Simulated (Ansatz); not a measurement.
CH3Si (SMILES C=[SiH]), doublet, at a GFN2-xTB geometry; CAM-B3LYP/pcseg-1 in Ansatz (an electronic-structure program).

The Ansatz input:
Ansatz 0.2 input:
```yaml
crystal:
  periodic: [false, false, false]
  atoms:
    - {symbol: C, position_ang: [-1.04543292, 0.37757985, 0.25929890]}
    - {symbol: Si, position_ang: [0.55139882, -0.27850553, -0.14254284]}
    - {symbol: H, position_ang: [-1.91624580, -0.26241715, 0.25632445]}
    - {symbol: H, position_ang: [-1.27689446, 1.39328815, -0.03892833]}
    - {symbol: H, position_ang: [1.74615437, 0.50272732, 0.22241033]}
basis:
  gaussian:
    orbitals: pcseg-1.json
hamiltonian:
  xc: cam_b3lyp
magnetization: {spin_polarized: true, initial_magnetization: 1}
scf: {lower_state_search: full}
```
The basis file holds pcseg-1 in the JSON format of the Basis Set Exchange.

What does Ansatz print? Leave out banner, timings and long lists.


```
Functional definition: CAM-B3LYP
484 factors; integrals over basis functions are off by at most 9.4e-4 eV
152 factors; integrals over basis functions are off by at most 2.6e-5 eV
mean field evaluation 1: about -8952.1090 eV, gradient 3.5e1 eV
mean field evaluation 2: about -8952.1664 eV, gradient 3.5e1 eV
mean field evaluation 4: about -8958.9301 eV, gradient 3.8e0 eV
mean field evaluation 8: about -8959.1051 eV, gradient 3.3e-1 eV
mean field evaluation 16: about -8959.1241 eV, gradient 1.3e-2 eV
mean field evaluation 32: about -8959.1241 eV, gradient 1.2e-5 eV
mean field evaluation 64: about -8959.0174 eV, gradient 6.7e-1 eV
mean field evaluation 96: about -8959.0981 eV, gradient 2.5e-1 eV
mean field evaluation 128: about -8959.1156 eV, gradient 1.7e-1 eV
mean field -8959.12407803 eV, -329.2417371550 hartree, gradient 1.2e-5 eV, S^2 0.794265; 7 other end points of the search recorded, 0 dependent functions left out
reference -8959.12417677 eV, -329.2417407836 hartree; 12, 11 occupied and 35, 36 virtual orbitals, 484 factors
Total energy: -8959.12417677 eV, -329.2417407836 hartree
```
